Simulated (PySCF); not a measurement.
Core binding energy against partial charge

Compound: C3H8O2Si.
Geometry (PBE0-D3(BJ)/def2-SVP, Å), atoms numbered from 1 in this order:
```xyz
14
C3H8O2Si angstrom
C      2.204   -0.538    0.411
Si     1.242    0.872   -0.333
O     -0.355    0.384   -0.760
C     -1.192    0.028    0.221
C     -2.554   -0.340   -0.284
O     -0.854    0.016    1.379
H      1.764   -0.824    1.376
H      2.192   -1.412   -0.258
H      3.253   -0.243    0.570
H      1.159    2.059    0.562
H      1.801    1.281   -1.652
H     -3.198   -0.635    0.552
H     -2.470   -1.162   -1.010
H     -2.993    0.516   -0.818
```

Binding energies: delta-SCF UKS SCAN, pcX-2 on the ionised atom, pcseg-1 elsewhere, spin-free X2C (PySCF 2.14.0). Charges: PBE0/pcSseg-1 ground-state density, for the ionised atom.

```
atom                       environment  C 1s (eV)  Mulliken (e)  IAO (e)  Hirshfeld (e)  ESP (e)
  C1                  Si-methyl carbon     290.39        -0.652   -0.735         -0.212   -0.673
  C5  methyl carbon next to a carbonyl     291.34        -0.247   -0.465         -0.118   -0.673
  C4                   carbonyl carbon     294.73        +0.401   +0.535         +0.220   +0.896
```

Task: How well does each charge scheme correlate with the binding energies over these sites?

Result: Hirshfeld: r = 1.00, slope 10.0 eV per e; IAO: r = 1.00, slope 3.4 eV per e; Mulliken: r = 0.98, slope 4.2 eV per e; ESP: r = 0.98, slope 2.5 eV per e. On 3 points no scheme stands out.

Task: The point-charge model writes a binding energy as kq + V + constant, with V the potential of the other atoms' charges at the site. What does it give with the ESP charges?

Result: V = Σ 14.40 eV Å × q/r over all other atoms: +9.51 eV at C1, +10.57 eV at C5, -13.26 eV at C4. Fitting binding energy − V to q gives k = 17.3 eV per e and leaves an rms residual of 0.05 eV, against 0.39 eV for the fit on q alone. The model has no term for differences in relaxation between sites.

One conformer (not necessarily the lowest) at the PBE0-D3(BJ)/def2-SVP geometry, without solvent, vibrations or thermal averaging.
